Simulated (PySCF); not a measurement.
BH₄OP, SMILES B(O)P.

Geometry optimised at PBE0-D3(BJ)/def2-TZVP. One conformer was computed; it need not be the lowest.

Vertical ionisation energy (IE) and electron affinity (EA) in eV. Rows of orbital energies are one-electron estimates. Where ΔSCF, EOM or ADC give a negative EA the extra electron is unbound and the value depends on the basis.

```csv
level,IE,EA
"−ε(HOMO), −ε(LUMO), B3LYP/def2-TZVPD (PySCF)",7.23,0.90
ADC(2)/aug-cc-pVDZ (PySCF),9.43,-0.55
```

Beyond the first one, list the lowest photoelectron lines from ADC(2)/aug-cc-pVDZ in PySCF 2.14.0 with their pole strengths (two spins summed). (Estimate from the structure and the level; the computed values follow.)

11.06 eV (1.80), 12.53 eV (1.74), 12.97 eV (1.80), 14.21 eV (1.76), 14.69 eV (1.80).
